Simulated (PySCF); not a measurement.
# One reaction down a group: Zn, Cd, Hg

The same gas-phase reaction for Zn, Cd, Hg:
- ZnF2 + I2 → ZnI2 + F2
- CdF2 + I2 → CdI2 + F2
- HgF2 + I2 → HgI2 + F2

Method: PySCF energies plus ideal-gas RRHO corrections (1 bar). † marks an energy on the PBE0/def2-TZVP geometry and frequencies. CCSD(T) freezes the core. All species are closed-shell singlets. Cd, Hg, I: scalar-relativistic def2 core potential, no spin-orbit coupling. Zn: all electrons, no relativistic terms. CCSD(T) isn't extrapolated to the basis-set limit. The harmonic model lacks anharmonicity and excited electronic states, which grow with temperature; levels with a mode under 35 cm⁻¹ are left out. Soft modes under 120 cm⁻¹ make the harmonic entropy rough for ZnI2, CdI2, HgI2. Warning, large T1 diagnostic: HgF2 (CCSD(T)/def2-SVP†).

ΔH°(298 K) in kJ, by level:

| level | Zn | Cd | Hg |
|---|---|---|---|
| ωB97M-V/def2-TZVP† | 345.1 | 269.4 | 228.4 |
| PBE0/def2-QZVP† | 358.5 | 284.3 | 235.1 |
| CCSD(T)/def2-SVP† | 329.5 | 230.7 | 191.9 |
| M06-2X/def2-TZVP† | 345.7 | 270.8 | 232.2 |
| BLYP/def2-TZVP† | 352.6 | 285.2 | 244.5 |
| PBE0/def2-SVP† | 304.4 | 244.5 | 217.9 |

At ωB97M-V/def2-TZVP†, ΔH° falls from Zn to Hg, over a range of 116.7 kJ; the steps are -75.7, -41.0 kJ. 6 of the 6 levels shown give the same order. The levels scatter most for Cd (54.5 kJ between the highest and the lowest) and least for Hg (52.6 kJ). ΔS°(298 K) runs from 3.9 to 5.8 J/K, so TΔS° at 298 K spreads over 0.6 kJ among the members, against 116.7 kJ for ΔH°.

Free energies at ωB97M-V/def2-TZVP†:

```csv
member,"ΔS°(298 K), J/K","ΔG°(298 K), kJ","ΔG°(1800 K), kJ",ΔG° changes sign
Zn,4.9,344,336,none from 298 to 2500 K
Cd,3.9,268,263,none from 298 to 2500 K
Hg,5.8,227,218,none from 298 to 2500 K
```

The NASA 1993 table holds none of these reactions whole; the comparison is among the levels.
